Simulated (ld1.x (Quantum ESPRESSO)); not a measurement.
Values are calculated unless marked as measured or tabulated.
# Pseudopotentials across the periodic table

Generated with ld1.x 7.5 (TM, RRKJ, ultrasoft, PAW), atompaw 4.2 or ONCVPSP 4.0.1. The cutoff is in Ry: for ld1.x and atompaw files where the sum of valence levels is converged to 10 mRy in a Bessel basis, for ONCV files where the hardest occupied wave has 1 mHa per electron of residual kinetic energy. The error is the largest all-electron minus pseudo excitation energy over each file’s own four to seven test configurations (ionisations up to +4, promotions, holes and added fractions of an electron), all of which were solved. The labels leave out finer settings (local radius, basis sizes, second energies), which also bear on the numbers. Spin-polarised tests are not counted. The rows are a selection from randomly drawn settings: files with unsolved tests, undetermined cutoffs or missed reference levels are left out.

A true bound ghost makes a file unfit for plane-wave use even where its test errors are small: the radial tests pick states by their node count and pass the ghost by.

| element | potential | cutoff (Ry) | largest error (meV) | bound ghosts |
| --- | --- | --- | --- | --- |
| Al | RRKJ, revPBE, scalar-relativistic, rc 2.20/2.35/2.25 (spd), local p, core correction yes, reference 3s2 3p1 | 15 | -36 | none |
| As | RRKJ, LDA (PZ), non-relativistic, rc 1.70/2.10/1.20 (spd), local smoothed, core correction no, reference 3d10 4s2 4p3 | 180 | -167 | none |
| Rb | TM, PBE, scalar-relativistic, rc 3.10/3.65/3.55 (spd), local s, core correction yes, reference 5s1 5p0 | 6 | -4.2 | p |
| Cs | TM semilocal, PBE, scalar-relativistic, rc 4.20/3.95/6.38 (spd), local d, core correction yes, reference 5d0 6s1 6p0 | 6 | -1.8 | none |

(1) Fill in the row for Tl: TM, LDA (PZ), non-relativistic, rc 2.20/2.10 (sp), local smoothed, core correction yes, reference 6s2 6p1.

(2) Fill in the row for Os: ultrasoft, BLYP, scalar-relativistic, rc 2.50/2.95/1.80 (spd), local smoothed, core correction yes, reference 5d6 6s1.5 6p0.

(3) Fill in the row for Mg: ultrasoft, PBE, scalar-relativistic, rc 2.30/2.95 (sp), local smoothed, core correction yes, reference 3s2 3p0.

## Answers

(1) cutoff 18 Ry, largest error -166 meV, bound ghosts: none.

(2) cutoff 35 Ry, largest error -366 meV, bound ghosts: none.

(3) cutoff 6 Ry, largest error -7.7 meV, bound ghosts: none.
